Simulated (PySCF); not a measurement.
C8H16Si.
Atom-mapped SMILES: `[CH3:1][C@:2]12[CH2:3][CH2:4][C@:5]([CH2:6][SiH3:7])([CH2:8]1)[CH2:9]2` (hydrogens: H10, H11, H12 on C1; H13, H14 on C3; H15, H16 on C4; H17, H18 on C6; H19, H20, H21 on Si7; H22, H23 on C8; H24, H25 on C9)

Theory: PBE0-D3(BJ)/def2-SVP geometry optimisation, gas phase (PySCF 2.14.0).

Question: Give the optimised bond lengths and angles.

Answer: 
```json
{"bond": "C1–C2", "length (pm)": "150.4", "order": "single"}
{"bond": "C2–C3", "length (pm)": "153.6", "order": "single"}
{"bond": "C3–C4", "length (pm)": "154.8", "order": "single"}
{"bond": "C4–C5", "length (pm)": "153.7", "order": "single"}
{"bond": "C5–C6", "length (pm)": "151.3", "order": "single"}
{"bond": "C6–Si7", "length (pm)": "188.9", "order": "single"}
{"bond": "C5–C8, C5–C9", "length (pm)": "154.9", "order": "single"}
{"bond": "C2–C8, C2–C9", "length (pm)": "154.7", "order": "single"}
{"bond": "C1–H10, C1–H11, C1–H12", "length (pm)": "110.2", "order": "single"}
{"bond": "C3–H13, C3–H14", "length (pm)": "110.2", "order": "single"}
{"bond": "C4–H15, C4–H16", "length (pm)": "110.1", "order": "single"}
{"bond": "C6–H17, C6–H18", "length (pm)": "110.4", "order": "single"}
{"bond": "Si7–H19, Si7–H20, Si7–H21", "length (pm)": "149.6", "order": "single"}
{"bond": "C8–H22, C9–H24", "length (pm)": "110.1", "order": "single"}
{"bond": "C8–H23, C9–H25", "length (pm)": "110.3", "order": "single"}
```

Bonds in one row agree within 1 pm and their mean is given. Orders are formal, as drawn. A selection of angles:
```json
{"angle": "C1–C2–C3", "degrees": "117.7"}
{"angle": "C1–C2–C8", "degrees": "122.5"}
{"angle": "C3–C2–C8", "degrees": "101.1"}
{"angle": "C8–C2–C9", "degrees": "85.7"}
{"angle": "C2–C3–C4", "degrees": "99.7"}
{"angle": "C3–C4–C5", "degrees": "99.5"}
{"angle": "C4–C5–C6", "degrees": "118.2"}
{"angle": "C4–C5–C8", "degrees": "101.1"}
{"angle": "C6–C5–C8", "degrees": "121.9"}
{"angle": "C8–C5–C9", "degrees": "85.6"}
{"angle": "C5–C6–Si7", "degrees": "115.4"}
{"angle": "C2–C8–C5", "degrees": "83.5"}
```

Torsions: C1–C2–C3–C4 180° (antiperiplanar); C2–C3–C4–C5 0° (synperiplanar); C3–C4–C5–C6 180° (antiperiplanar); C4–C5–C6–Si7 65° (synclinal); C4–C5–C8–C2 -66° (synclinal); C4–C5–C9–C2 66° (synclinal); C1–C2–C8–C5 -160° (antiperiplanar); C1–C2–C9–C5 160° (antiperiplanar).

The 5-membered ring C2–C3–C4–C5–C9 has internal angles of 83.5° to 101.2°; it is puckered, 0.32 Å rms from its mean plane, widest ring torsion 66°. The 4-membered ring C2–C8–C5–C9 has internal angles of 83.5° to 85.7° (sum 338°, against 360° for a flat polygon); it is puckered, 0.24 Å rms from its mean plane, widest ring torsion 34°. Si7 (SiH3 silicon) is tetrahedral (angles from 108.0° to 111.9°). The 5-membered ring C2–C3–C4–C5–C8 has internal angles of 83.5° to 101.1°; it is puckered, 0.32 Å rms from its mean plane, widest ring torsion 66°. The 9 C–C bonds span 1.504 Å (C1–C2, drawn single) to 1.549 Å (C5–C8, drawn single), a spread of 0.045 Å. Of the pairs four or more bonds apart, Si7···H16 is among the closest relative to their van der Waals radii: 3.14 Å, 95 % of the sum of Bondi's values.

Point group: C1 (no symmetry element, even within 0.4 Å). Whether it is a minimum is left open (no frequencies). One conformer, not necessarily the lowest.

On one thread, Arm Neoverse V2 (aarch64), shared host with 96 logical CPUs at a one-minute load of 63, this took 1.7 min and 1.3 GiB of memory at its peak. These figures are those of the optimisation.
